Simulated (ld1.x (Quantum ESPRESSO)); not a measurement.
# Configuration tests for P (TM)

ld1.x (Quantum ESPRESSO) 7.5 input, shortened:

```
&input
   title='P', zed=15., rel=0, dft='PBESOL', iswitch=3,
   config='[Ne] 3s1 3p4'
 /
 &inputp
   pseudotype=2, tm=.true., lloc=-1, rcloc=1.35,
   nlcc=.true.
 /
2
3S  1  0   1.00   0.00  1.50  1.50  0.0
3P  2  1   4.00   0.00  1.90  1.90  0.0
 &test
   configts(1)='3s1 3p4'
 /
```

Energies are relative to the spin-unpolarised reference configuration 3s1 3p4; without spin polarisation the order of configurations can differ from experiment.

```
valence configuration  charge  ΔE all-electron (eV)  error AE − PS (meV)
              3s2 3p3       0                -8.422                 -0.3
              3s2 3p2      +1                 1.288                 +0.3
            3s2 3p3.3    -0.3                -9.725                 +0.7
            3s2 3p2.5    +0.5                -4.656                 -1.3
              3s1 3p3      +1                10.288                 +4.4
```

(1) What are ΔE and the potential's error for 3s2 3p0?

(2) What are ΔE and the potential's error for 3s2 3p1?

Results:

(1) ΔE = 50.128 eV all-electron; the error (AE − PS) is +89 meV.

(2) ΔE = 20.412 eV all-electron; the error (AE − PS) is +22 meV.
